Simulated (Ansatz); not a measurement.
Computed with Ansatz on PBE0-D4/def2-TZVP structures; ΔE is electronic, products minus reactants. CCSD(T)/CBS adds triple-zeta CCSD(T) − MP2 to the extrapolated MP2 energy (def2 sets, frozen cores). This one scheme is used for every species. One conformer a species, not always the lowest.

Reaction (formal exchange of groups at the Si–C bond): `C=C(Cl)[SiH2]S` + `BCl` → `S[SiH2]BCl` + `C=CCl`

```json
{"species": "`C=C(Cl)[SiH2]S`", "MP2/CBS(def2) energy (Eh)": "-1225.65080"}
{"species": "`BCl`", "MP2/CBS(def2) energy (Eh)": "-485.74623"}
{"species": "`S[SiH2]BCl`", "MP2/CBS(def2) energy (Eh)": "-1173.78421"}
{"species": "`C=CCl`", "MP2/CBS(def2) energy (Eh)": "-537.60035"}
```

Problem. Work out ΔE.

Solution. ΔE = (-1173.78421) + (-537.60035) − (-1225.65080) − (-485.74623) = 0.01247 Eh = +0.34 eV. CCSD(T)/CBS gives +0.25 eV.

Largest T1 diagnostic among the species: 0.013.

Leaving LDA and LC-ωPBE aside and taking each functional with its dispersion term where it has one, the values, not all of them listed here, spread over 0.15 eV, from PBE-D4 to BHLYP-D4. From BLYP to BHLYP (50 % exact exchange), in def2-TZVPP and without D4, ΔE moves by +0.09 eV.
